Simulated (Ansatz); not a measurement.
Be10⁺. Total charge 1; doublet. Geometry PBE/def2-SVP, basis def2-TZVP, Ansatz.

```xyz
10

Be    0.653   -1.673   -0.539
Be    0.004    2.157    0.374
Be    1.616   -0.919    1.155
Be   -0.548   -1.243    1.165
Be    0.368   -0.350   -2.130
Be   -1.307   -0.896   -0.832
Be   -1.528    0.627    0.689
Be    0.321    0.612    1.743
Be    1.236    0.553   -0.374
Be   -0.814    1.132   -1.252
```

```json
{"run": "A", "HOMO (eV)": "-9.76", "LUMO (eV)": "-7.87"}
{"run": "B", "HOMO (eV)": "-9.22", "LUMO (eV)": "-8.61"}
{"run": "C", "HOMO (eV)": "-9.39", "LUMO (eV)": "-8.37"}
{"run": "D", "HOMO (eV)": "-8.85", "LUMO (eV)": "-8.39"}
```

Another isomer (doublet) lies 0.15 eV lower at PBE0/def2-TZVP; other spin states weren't run for this one.

HOMO and LUMO are taken over both spins.

Question: The runs used BLYP, PBE, PBE0, r2SCAN. Estimate which is which.

Answer: A PBE0 (25 % exact exchange); B PBE (0 % exact exchange); C r2SCAN (0 % exact exchange); D BLYP (0 % exact exchange). Exact exchange lowers occupied and raises empty levels; among semilocal functionals meta-GGAs tend to open the gap a little, and such runs are hard to tell apart. The gap grows from 0.46 eV (BLYP) to 1.89 eV (PBE0).
